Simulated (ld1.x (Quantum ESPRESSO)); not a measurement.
N: variants of one PAW potential

Base potential:

```
Element                 : nitrogen
Generator               : ld1.x (Quantum ESPRESSO) 7.5
Type                    : PAW
Functional              : PW91
Relativity              : scalar-relativistic
Frozen core             : [He]
Valence charge          : 5
Reference configuration : 2s1.5 2p3.5
Partial waves           : 2s (bound): rcut 0.95, rcutus 1.00 bohr; 2s channel at 0.3 Ry: rcut 0.95, rcutus 1.00 bohr; 2p (bound): rcut 1.30, rcutus 1.55 bohr; 2p channel at 0.65 Ry: rcut 1.30, rcutus 1.55 bohr; 3d channel at -0.15 Ry: rc 1.80 bohr
Local potential         : the d channel
Core correction         : Bessel-smoothed model core, default radius (core density twice the valence density)
Augmentation charge     : PSQ, inside the norm-conserving radii
```

All-electron outer shells of the reference configuration (PW91, scalar-relativistic, ld1.x):

```tsv
shell	level (eV)	outermost node (bohr)	outermost maximum (bohr)
1s	-385.49	–	0.15
2s	-18.85	0.32	1.02
2p	-7.37	–	0.97
```

Cutoffs, loose and tight: the cutoffs (Ry, on a coarse ladder) from which the occupation-weighted sum of valence levels, in a spherical-Bessel basis at the reference potential, stays within 10 and 1 mRy of its value at 400 Ry. They do not see the model core or the augmentation charge, which bear on the density cutoff. Test errors are all-electron minus pseudo excitation energies from the reference, over the configurations 2s2 2p3; 2s2 2p2; 2s2 2p1; 2s1 2p0; 2s1 2p4; 2s2 2p0; 2s0 2p5. A dash means not determined; rows that change the core or the reference have their own tests. The largest error is taken over the tests solved by every variant that gives reliable tests at all: 2s0 2p5; 2s1 2p0; 2s1 2p4; 2s2 2p0; 2s2 2p3.

Cutoffs are not given where the Bessel-basis levels miss the radial ones by over 6 mRy, ghosts where they miss by over 20 mRy; a channel whose overlap is not positive is not tested.

The default core radius of the base comes out at 0.40 bohr.

```tsv
change	outcome	cutoff, loose	cutoff, tight	bound ghosts	largest test error (meV)
base	generated	30 Ry	45 Ry	none	-46
wave 3d channel at -0.15 Ry: rc 1.80 bohr becomes 3d channel at 0.02 Ry: rc 1.80 bohr	generated	30 Ry	45 Ry	none	-47
functional Wu–Cohen	generated	30 Ry	45 Ry	none	-45
type TM; waves now 2s (bound): rc 1.00 bohr; 2p (bound): rc 1.55 bohr; 3d channel at -0.15 Ry: rc 1.80 bohr	generated	55 Ry	120 Ry	none	+1246
waves 2s (bound): rcut 0.82, rcutus 0.86 bohr; 2s channel at 0.3 Ry: rcut 0.82, rcutus 0.86 bohr	generated	40 Ry	55 Ry	none	-48
core correction Bessel-smoothed model core inside 0.72 bohr	generated	30 Ry	45 Ry	none	-45
all radii but the core radius scaled by about 0.74 (s 0.74, p 1.16, d 1.34 bohr, rcut 0.70/0.96/1.34)	generated	50 Ry	90 Ry	none	-60
local potential all-electron potential smoothed inside 1.30 bohr (lloc = -1)	failed: invmat: error in DGETRF	–	–	–	–
wave 3d channel at -0.15 Ry: rc 1.80 bohr becomes 3d channel at -0.15 Ry: rc 1.26 bohr	generated	30 Ry	45 Ry	none	-30
waves 2p (bound): rcut 1.30, rcutus 2.08 bohr; 2p channel at 0.65 Ry: rcut 1.30, rcutus 2.08 bohr	generated	15 Ry	35 Ry	none	-34
```

What comes out with this change to the base: core none, valence charge 7; reference 1s2 2s2 2p3; waves now 1s (bound): rcut 0.35, rcutus 0.40 bohr; 2s (bound): rcut 0.35, rcutus 0.40 bohr; 2p (bound): rcut 1.10, rcutus 1.45 bohr; 2p channel at 0.65 Ry: rcut 1.10, rcutus 1.45 bohr; 3d channel at -0.15 Ry: rcut 1.10, rcutus 1.30 bohr; 3d channel at 2.7 Ry: rcut 1.10, rcutus 1.30 bohr; local potential all-electron potential smoothed inside 0.40 bohr (lloc = -1); core correction none?

outcome: generated, overlap not positive; bound ghosts: not determined (overlap not positive); largest test error (meV): -107. A file whose overlap is not positive is unfit for use, and its test errors describe a broken file.
